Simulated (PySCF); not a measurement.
# Cr (chromium, neutral) across methods

[Ar] 3d4 4s2, high-spin 5D determinant (an excited configuration). Calculation: PySCF 2.14, in x2c-TZVPPall (6s5p4d2f1g, 64 functions); the spin-free X2C one-electron Hamiltonian (Gaussian nucleus). The B2PLYP total includes its PT2 part (frozen core); its orbital energies are those of the SCF part.

| method | E (hartree) | mean ε 3d α (eV) | mean ε 4s α (eV) | mean ε 4s β (eV) | Σ⟨r²⟩ (bohr²) | ⟨S²⟩ |
| --- | --- | --- | --- | --- | --- | --- |
| PBE0 | -1050.504 | -9.210 | -5.870 | -5.026 | 42.69 | 6.009 |
| LDA | -1048.392 | -7.236 | -5.413 | -4.553 | 42.10 | 6.008 |
| M06 | -1050.683 | -8.859 | -5.751 | -5.218 | 41.19 | 6.002 |
| r2SCAN | -1050.675 | -7.655 | -5.473 | -4.468 | 42.95 | 6.026 |
| PW91 | -1050.777 | -7.136 | -5.287 | -4.413 | 42.36 | 6.009 |
| CAM-B3LYP | -1050.775 | -10.552 | -6.850 | -6.154 | 42.46 | 6.005 |
| PBE | -1050.478 | -7.076 | -5.227 | -4.386 | 42.47 | 6.009 |
| UHF | -1049.61178 | -15.270 | -7.186 | -6.073 | 44.81 | 6.017 |

Problem. Estimate the same row for B2PLYP.

Solution. E (hartree) = -1050.449; mean ε 3d α (eV) = -11.295; mean ε 4s α (eV) = -6.271; mean ε 4s β (eV) = -5.517; Σ⟨r²⟩ (bohr²) = 43.19; ⟨S²⟩ = 6.007.
